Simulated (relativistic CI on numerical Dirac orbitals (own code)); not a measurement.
## Ce³⁺: computed level list

Calculated at this level of theory: Dirac-Coulomb-Breit CI, KLI orbitals optimised for each configuration, model QED (radiative potential, 1s self-energy scaled to tabulated hydrogen-like ionisation energies), unscaled Slater integrals (own radial code, finite nucleus).

Configurations in the expansion (outside the closed core [Xe]): 4f.

The lowest level is 4f 2F°_5/2, with 100 % of that term; Hund's rules for 4f give 2F° with J = 5/2, in agreement.

| No. | Configuration | Term | J | E (cm⁻¹) | % | Next component (%) | jj configuration (%) |
| --- | --- | --- | --- | --- | --- | --- | --- |
| 1 | 4f | 2F° | 5/2 | 0.0 | 100 |  | 4f5/2 (100) |
| 2 | 4f | 2F° | 7/2 | 2139.1 | 100 |  | 4f7/2 (100) |

Energies count from the lowest computed level; ° marks odd parity. Filled j subshells are mostly left out of the jj labels.

The mean weight of the leading LS term, summed over parents, in these 2 levels is 100 %, and that of the leading jj configuration (from the same eigenvectors) 100 %.

One configuration and one scale for all Slater integrals: terms of lower spin can come out thousands of cm⁻¹ low, and their order can be wrong. 1 of the 1 excited levels that our extract of the measured tables holds in this range could be paired (the sources list more); they are missed by 114 cm⁻¹ on average and 114 at most, and levels without a partner can miss by more.
